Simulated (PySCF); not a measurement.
AgI, charge -1, doublet, at a GFN2-xTB geometry (such geometries of metal compounds can be far from the true shape) (the multiplicity is a formal guess) (core potentials on Ag, I); PBE0/def2-SV(P) run with PySCF.

Here is a job for PySCF.
```python
from pyscf import gto, scf, dft

mol = gto.M(
    atom='''
Ag   -0.00000000   -0.00000000   -1.61329523
I     0.00000000    0.00000000    1.43065803
''',
    basis='def2-sv(p)',
    ecp={'Ag': 'def2-sv(p)', 'I': 'def2-sv(p)'},
    charge=-1,
    spin=1,
    verbose=4,
)

mf = dft.UKS(mol)
mf.xc = 'pbe0'
mf.kernel()
```

Output, abridged:

```
PySCF version 2.14.0

[INPUT] verbose = 4
[INPUT] num. atoms = 2
[INPUT] num. electrons = 45
[INPUT] charge = -1
[INPUT] spin (= nelec alpha-beta = 2S) = 1
[INPUT] symmetry False subgroup None
[INPUT] Mole.unit = angstrom
[INPUT] Symbol           X                Y                Z      unit          X                Y                Z       unit  Magmom
[INPUT]  1 Ag     0.000000000000   0.000000000000  -1.613295230000 AA    0.000000000000   0.000000000000  -3.048686142767 Bohr   0.0
[INPUT]  2 I      0.000000000000   0.000000000000   1.430658030000 AA    0.000000000000   0.000000000000   2.703551854610 Bohr   0.0

nuclear repulsion = 82.576555458345
number of shells = 20
number of NR pGTOs = 111
number of NR cGTOs = 50
basis = def2-sv(p)
ecp = {'Ag': 'def2-sv(p)', 'I': 'def2-sv(p)'}

******** <class 'pyscf.dft.uks.UKS'> ********
method = UKS
initial guess = minao
damping factor = 0
level_shift factor = 0
DIIS = <class 'pyscf.scf.diis.CDIIS'>
diis_start_cycle = 1
diis_space = 8
diis_damp = 0
SCF conv_tol = 1e-09
SCF conv_tol_grad = None
SCF max_cycles = 50
direct_scf = True
direct_scf_tol = 1e-13
number electrons alpha = 23  beta = 22
XC library pyscf.dft.libxc version 7.1.2
    S. Lehtola, C. Steigemann, M. J. T. Oliveira, and M. A. L. Marques,  SoftwareX 7, 1–5 (2018)
XC functionals = pbe0
    C. Adamo and V. Barone,  J. Chem. Phys. 110, 6158 (1999)
    M. Ernzerhof and G. E. Scuseria,  J. Chem. Phys. 110, 5029 (1999)
radial grids:
    Treutler-Ahlrichs [JCP 102, 346 (1995); DOI:10.1063/1.469408] (M4) radial grids

becke partition: Becke, JCP 88, 2547 (1988); DOI:10.1063/1.454033
pruning grids: <function nwchem_prune>
grids dens level: 3
symmetrized grids: False
atomic radii adjust function: <function treutler_atomic_radii_adjust>
small_rho_cutoff = 0
Set gradient conv threshold to 3.16228e-05
tot grids = 44400
init E= -400.588881435171

cycle= 1 E= -442.655064711101  delta_E= -42.1  |g|= 2.22  |ddm|= 6.44
cycle= 2 E= -438.022019882036  delta_E= 4.63  |g|= 3.15  |ddm|= 7.05
cycle= 3 E= -444.540715964987  delta_E= -6.52  |g|= 0.516  |ddm|= 5.03
cycle= 4 E= -444.745996132183  delta_E= -0.205  |g|= 0.137  |ddm|= 1.17
cycle= 5 E= -444.752413719851  delta_E= -0.00642  |g|= 0.0914  |ddm|= 0.442
cycle= 6 E= -444.759649151832  delta_E= -0.00724  |g|= 0.0218  |ddm|= 0.191
cycle= 7 E= -444.759993976988  delta_E= -0.000345  |g|= 0.00843  |ddm|= 0.0428
cycle= 8 E= -444.760088978188  delta_E= -9.5e-05  |g|= 0.00109  |ddm|= 0.0265
cycle= 9 E= -444.760091918845  delta_E= -2.94e-06  |g|= 0.000186  |ddm|= 0.00563
cycle= 10 E= -444.760092038322  delta_E= -1.19e-07  |g|= 5.24e-05  |ddm|= 0.00121
cycle= 11 E= -444.760092044371  delta_E= -6.05e-09  |g|= 7.64e-06  |ddm|= 0.000271
cycle= 12 E= -444.760092044548  delta_E= -1.78e-10  |g|= 1.78e-06  |ddm|= 5.34e-05
Extra cycle  E= -444.760092044553  delta_E= -5e-12  |g|= 1.54e-06  |ddm|= 8.8e-06
converged SCF energy = -444.760092044553  <S^2> = 0.75238764  2S+1 = 2.0023862
```
